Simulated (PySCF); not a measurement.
Computed IR spectrum (relative IR intensity) of a molecule CH₆FNOSi. The structure is a stationary point at PBE-D3(BJ)/def2-SVP. One conformer was computed; it need not be the lowest. Level of theory: PBE-D3(BJ)/def2-SVP run with PySCF. Frequencies are harmonic and unscaled.

Lines under 2 % of the strongest are left out, and lines within 2 cm⁻¹ are merged.

ν (cm⁻¹): 147 (w), 206 (vw), 247 (m), 310 (m), 346 (w), 378 (w), 686 (w), 725 (w), 799 (m), 862 (w), 885 (vs), 944 (vs), 1122 (s), 1138 (vw), 1175 (s), 1426 (vw), 1476 (m), 2215 (s), 2929 (m), 3006 (w), 3041 (w), 3517 (m), 3621 (m) (against the strongest line: vs over 80 %, s over 45 %, m over 15 %, w over 4 %, vw less)

Task: Which structure fits?
A. CN[Si@H](O)F
B. CO[SiH](N)F
C. NC[Si@@H](O)F
D. N[Si@@H](O)CF

Result: B, CO[SiH](N)F
